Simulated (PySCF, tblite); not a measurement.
Isomers of C7H13OP. All values are computed: GFN2-xTB (tblite) harmonic vibrations without scaling, gas phase. Errors from tens to a few hundred cm⁻¹ against measured bands are possible. One conformer each.

Electronic energies: PBE0/pcSseg-1 single points on the GFN2-xTB geometries (PySCF, gas phase).

| SMILES | electronic energy, lowest = 0 (kJ/mol) |
| --- | --- |
| C#CP(CO)CCCC | 120.0 |
| C/C=C\P1CCOCC1 | 0.0 |
| C=[P@@]1(C)C=C(OC)CC1 | 102.2 |

Task: How do GFN2-xTB zero-point energies change the relative energies?

Result: 
| SMILES | ZPE (kJ/mol) | of it from modes above 1550 cm⁻¹ | electronic (kJ/mol) | with ZPE, lowest = 0 (kJ/mol) | lowest mode (cm⁻¹) | rings |
| --- | --- | --- | --- | --- | --- | --- |
| C/C=C\P1CCOCC1 | 483.4 | 240.2 | 0.0 | 0.0 | 33 | 1 |
| C=[P@@]1(C)C=C(OC)CC1 | 471.3 | 242.4 | 102.2 | 90.0 | 80 | 1 |
| C#CP(CO)CCCC | 476.6 | 249.7 | 120.0 | 113.1 | 32 | 0 |

The zero-point energies span 12.1 kJ/mol, from `C=[P@@]1(C)C=C(OC)CC1` to `C/C=C\P1CCOCC1`. The order is unchanged.

Task: And how do the electronic energies of GFN2-xTB itself compare?

Result: `C/C=C\P1CCOCC1` 0.0; `C=[P@@]1(C)C=C(OC)CC1` 104.6; `C#CP(CO)CCCC` 146.5 kJ/mol, lowest = 0. Against the energies above, taken from the same isomer `C/C=C\P1CCOCC1`, the largest difference is 26.5 kJ/mol.

Task: What do entropy and thermal enthalpy add at 298.15 K and 1 bar (rigid rotor, harmonic oscillator, one conformer each)?

Result: 
```
               SMILES  point group  symmetry number  S (J/(mol K))  H − H(0) (kJ/mol)  ZPE + H − H(0) − TS (kJ/mol)
       C/C=C\P1CCOCC1           C1                1          416.0              29.39                         388.8
C=[P@@]1(C)C=C(OC)CC1           C1                1          425.9              32.03                         376.3
         C#CP(CO)CCCC           C1                1          465.4              35.05                         372.9
```
